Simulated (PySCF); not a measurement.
```xyz
6
charge 0 multiplicity 1, angstrom
Mn    0.0000    0.0000    0.0695
F     0.0000    0.0000    1.6975
F     1.6257    0.0000   -0.4743
F     0.0000    1.6257   -0.4743
F    -1.6257    0.0000   -0.4743
F     0.0000   -1.6257   -0.4743
```

These are results of B3LYP/[Mn def2-SVP, F def2-SVP], no relativity, density fitting, PySCF, not measurements.

This geometry of MnF₅ is a stationary point at this level.

Problem. What is the point group?

Solution. C4v.

Problem. Is it a minimum?

Solution. No: it has 1 imaginary mode, at 54i cm⁻¹ (b1).

Problem. What are the dipole moment and the gap between the highest occupied and lowest empty levels?

Solution. 1.35 D and 2.81 eV.

Problem. Give the atomic charges and bond orders.

Solution. 
```
    atom  Mulliken  Löwdin  polar tensor  Mayer order to Mn1
     Mn1      1.24    0.52          1.90                   –
      F2     -0.21   -0.03         -0.41                1.07
F3,4,5,6     -0.26   -0.12         -0.37                1.02
```

Stability towards spin polarisation was not tested. Only a few start shapes were tried, so a lower isomer may exist.
